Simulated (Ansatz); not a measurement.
## Telling isomers of C2H8BO2+ apart by their spectra

These gas-phase data were calculated for one isomer of C2H8BO2+ at PBE0-D3(BJ)/def2-SVP (harmonic, unscaled wavenumbers; equilibrium rotational constants with average atomic masses):

| Quantity | Value |
| --- | --- |
| rotational constants | 8.364, 3.44, 2.514 GHz |
| all wavenumbers above 1500 cm⁻¹ | 3887, 3804, 3696, 3172, 3128, 3099, 3057, 3041, 1597, 1545 |

Candidates:

(1) `C[OH+]B(C)O`, a singlet
(2) `COB(C)[OH2+]`, a singlet
(3) `CCB(O)[OH2+]`, a singlet

Task: Which structure fits?

Result: Candidate (3). 3 modes lie between 3300 and 4000 cm⁻¹, one for each O–H bond, while (1) has 2, (2) has 2.

The same quantities for all candidates:

|  | rotational constants (GHz) | wavenumbers above 1500 cm⁻¹ | E above the lowest, PBE0-D3(BJ)/def2-SVP (kcal/mol) |
| --- | --- | --- | --- |
| (1) | 8.397, 3.527, 2.566 | 3893, 3797, 3269, 3248, 3179, 3147, 3113, 3059, 1584 | 2.6 |
| (2) | 7.337, 3.638, 2.51 | 3843, 3719, 3217, 3209, 3187, 3147, 3089, 3062, 1647, 1568 | 8.0 |
| (3) | 8.364, 3.44, 2.514 | 3887, 3804, 3696, 3172, 3128, 3099, 3057, 3041, 1597, 1545 | 0.0 |

Harmonic stretches to hydrogen usually lie a few per cent above observed fundamentals. Each candidate is one conformer. Programs: Ansatz 0.2.0.
